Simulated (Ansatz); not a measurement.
Relaxation of BH6NO3 (11 atoms, charge 0, multiplicity 1), to a largest force component of 0.03 eV/Å in at most 50 steps.

All numbers below come from RKS BHLYP-D4/6-31G* in Ansatz.

```xyz
11
Properties=species:S:1:pos:R:3:forces:R:3
B 0.085 -0.328 0.345 -0.25 -0.26 1.72
N -0.049 -0.315 1.828 0.13 0.02 -1.81
H -0.808 -0.804 2.264 0.00 0.02 0.00
H 0.804 -0.432 2.342 0.01 -0.02 0.00
O 1.325 -0.289 -0.187 0.02 0.00 0.01
H 1.300 -0.115 -1.126 0.01 0.01 -0.03
O -1.020 -0.412 -0.469 0.10 -0.04 0.08
H -1.835 -0.557 0.007 0.00 0.02 0.00
O -0.238 2.271 0.333 -0.04 -0.07 0.85
H -1.011 1.935 -0.121 -0.01 -0.02 0.01
H -0.272 1.848 1.216 0.02 0.35 -0.85
```

**Question.** Where does it end, and by what steps?

**Answer.** The forces met the threshold. After 22 steps the energy has fallen by 0.395 eV; O9 moved furthest, 1.40 Å.

```csv
step,energy less start (eV),largest force component (eV/Å),accepted
0,0.0000,1.813,yes
1,-0.0741,1.342,yes
2,-0.0784,2.160,yes
3,-0.1488,0.285,yes
4,-0.1546,0.560,yes
5,-0.1899,0.421,yes
6,-0.2212,0.368,yes
7,-0.1287,2.560,no
8,-0.2442,0.272,yes
9,-0.2729,0.259,yes
10,-0.2660,1.434,no
11,-0.2940,0.243,yes
12,-0.3123,0.413,yes
13,-0.3284,0.561,yes
14,-0.3384,0.887,yes
15,-0.3828,0.173,yes
16,-0.3858,0.458,yes
17,-0.3885,0.339,yes
18,-0.3916,0.087,yes
19,-0.3944,0.045,yes
20,-0.3945,0.080,yes
21,-0.3945,0.071,no
22,-0.3948,0.006,yes
```

```xyz
11
Properties=species:S:1:pos:R:3
B 0.311 -0.539 0.259
N 0.258 -0.125 1.635
H -0.622 -0.196 2.113
H 1.013 -0.432 2.222
O 1.441 -1.161 -0.179
H 1.405 -1.289 -1.126
O -0.696 -0.276 -0.614
H -1.308 0.382 -0.264
O -1.514 1.965 0.830
H -1.333 2.753 0.316
H -0.674 1.719 1.239
```

Whether the end is a true minimum wasn't checked by a vibrational analysis.

Time of the run: 81 s on 2 threads of Arm Neoverse N1, with other jobs on the host, peak memory 0.17 GiB.
